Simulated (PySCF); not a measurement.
## Working out the electron affinity of In

In⁻ [Kr] 4d10 5s2 5p2 (3P) → In [Kr] 4d10 5s2 5p1 (2P). All numbers are calculated (PySCF 2.14, scalar relativity through the core potential, in aug-cc-pVDZ-PP with ECP28MDF). Frozen: 4s2 4p6 4d10. Energies in hartree (1 hartree = 27.21139 eV):

```tsv
part	In⁻ (lower)	In (upper)
UHF	-189.208612	-189.205582
MP2 opposite-spin	-0.026988	-0.023699
MP2 same-spin	-0.007402	-0.002006
```

Problem. What does Hartree-Fock give?

Solution. (-189.205582) − (-189.208612) = 0.003030 hartree = 0.082 eV.

Problem. What do MP2 and SCS-MP2 (6/5 opposite-spin, 1/3 same-spin) give?

Solution. The opposite-spin parts differ by 0.089 eV and the same-spin parts by 0.147 eV. MP2: 0.082 + (0.089) + (0.147) = 0.318 eV. SCS-MP2: 0.082 + 1.2 × (0.089) + (0.147)/3 = 0.238 eV.

Reference: 0.384 eV (measured; photodetachment measurements, as compiled on the Wikipedia data page of electron affinities), between the lowest levels; spin-orbit coupling is absent from the calculation.

A double-zeta basis recovers only part of the correlation energy.

What remains against the reference includes basis incompleteness, the frozen core and correlation beyond second order.
